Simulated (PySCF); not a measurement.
Compound: C4H6NOS (doublet state).
Cartesian coordinates in Å at the GFN2-xTB level; atoms count from 1:
```
atom  x, y, z in Å
C1    -2.438   -0.068    0.257
N2    -1.078   -0.070   -0.164
C3    -0.157    0.222    0.648
C4     1.253    0.226    0.236
O5     2.168    0.513    1.029
C6     1.547   -0.112   -1.115
S7     3.185   -0.092   -1.537
H8    -2.578    0.206    1.311
H9    -2.986    0.628   -0.381
H10   -2.848   -1.063    0.078
H11   -0.330    0.490    1.698
H12    0.794   -0.366   -1.834
H13    3.465    0.278   -0.245
```

The hyperfine couplings belong to this conformer and change with its torsions.

The species is `C/N=C/C(=O)[CH]S` [radical].

The calculation used PySCF, UKS B3LYP, pcH-1 on C H N O S, non-relativistic, mean-field spin-orbit, GIAO. The structure is a single GFN2-xTB conformer in the gas phase; no vibrational or solvent corrections. The geometry wasn't refined by DFT: couplings that depend on bond lengths, twists or pyramidal angles can differ widely from those at the functional's own minimum. The SCF solution wasn't tested for stability.

(1) Match the computed a_iso(13C) values +39.7, -18.2, -8.1, -2.5 MHz with the sites C1; C3; C4; C6.

(2) Match the computed a_iso(1H) values -34.9, -11.0, +6.0, +0.5 MHz (means over equivalent nuclei) with the sites H8/H9/H10; H11; H12; H13.

Answers

(1) 
```tsv
site	a_iso (MHz)	ρ(0) (bohr⁻³)	position	distance from C6 (Å)	spin population	largest |T| (MHz)
C1	-2.5	-0.0022	4 bonds from C6	4.21	0.00	0.5
C3	-8.1	-0.0072	2 bonds from C6	2.47	-0.03	4.5
C4	-18.2	-0.0162	1 bond from C6	1.42	+0.03	7.2
C6	+39.7	+0.0351	largest spin population	0.00	+0.48	85.2
```

(2) 
```tsv
site	a_iso (MHz)	ρ(0) (bohr⁻³)	position	distance from C6 (Å)	bound to	spin population there	largest |T| (MHz)
H8/H9/H10	+6.0	+0.0013	5 bonds from C6	4.70	C1	0.00	1.6
H11	+0.5	+0.0001	3 bonds from C6	3.44	C3	-0.03	2.9
H12	-34.9	-0.0078	1 bond from C6	1.07	C6	+0.48	22.4
H13	-11.0	-0.0025	2 bonds from C6, on S7 of spin population +0.26	2.14	S7	+0.26	5.3
```

ρ(0) is the spin density at the nucleus and T the dipolar tensor; a_iso includes a spin–orbit part; entries for several nuclei are means. The largest Mulliken spin populations are on C6 (+0.48), S7 (+0.26) and O5 (+0.24). Three atoms exceed +0.15.

Examples of negative spin density at the nucleus (bohr⁻³): C4 (-0.0162), H12 (-0.0078) and C3 (-0.0072).

Means are taken over nuclei equivalent by connectivity, which assumes that they swap fast. The three 1H nuclei of mean +6.0 MHz run from 0.0 to 9.0 MHz in the frozen geometry.

C6, the radical centre as drawn in `C/N=C/C(=O)[CH]S`, holds a spin population of +0.48 out of 1.

On an Arm Neoverse V2 with one thread, no GPU (shared host), this took 54 s wall (with the writing of density and orbital grids) and 0.87 GiB of memory at its peak.
